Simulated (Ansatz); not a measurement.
Mulliken charges of CH₅BClFSi, SMILES `C[SiH2]B(F)Cl` from ωB97M-V/def2-TZVPP in Ansatz (PBE0-D4/def2-TZVP geometry).

| atom | x (Å) | y (Å) | z (Å) | charge (e) |
| --- | --- | --- | --- | --- |
| C1 | -1.308 | 0.187 | 0.669 | -0.448 |
| Si2 | 0.553 | 0.042 | 0.550 | 0.120 |
| B3 | 1.169 | -0.293 | -1.355 | 0.315 |
| F4 | 2.443 | -0.435 | -1.659 | -0.196 |
| Cl5 | 0.028 | -0.409 | -2.690 | -0.110 |
| H6 | -1.788 | -0.730 | 0.319 | 0.125 |
| H7 | -1.621 | 0.367 | 1.699 | 0.125 |
| H8 | -1.670 | 1.011 | 0.051 | 0.125 |
| H9 | 1.058 | -1.079 | 1.393 | -0.027 |
| H10 | 1.219 | 1.289 | 1.027 | -0.027 |

Q: By hand: the dipole of these point charges (1 e Å = 4.8032 D).

A: Σ q r = (-0.158, 0.035, 0.154) e Å, of length 0.223 e Å = 1.07 D.

Q: How does the dipole of the full density compare? (Estimate.)

A: Ansatz gave: (-0.228, 0.043, 0.181) e Å, 1.41 D; the point charges give 0.76 times that, at 6° from its direction.

Point charges leave out the atoms' own dipoles, such as those of lone pairs, and Mulliken's split depends on the basis, so the two needn't agree.
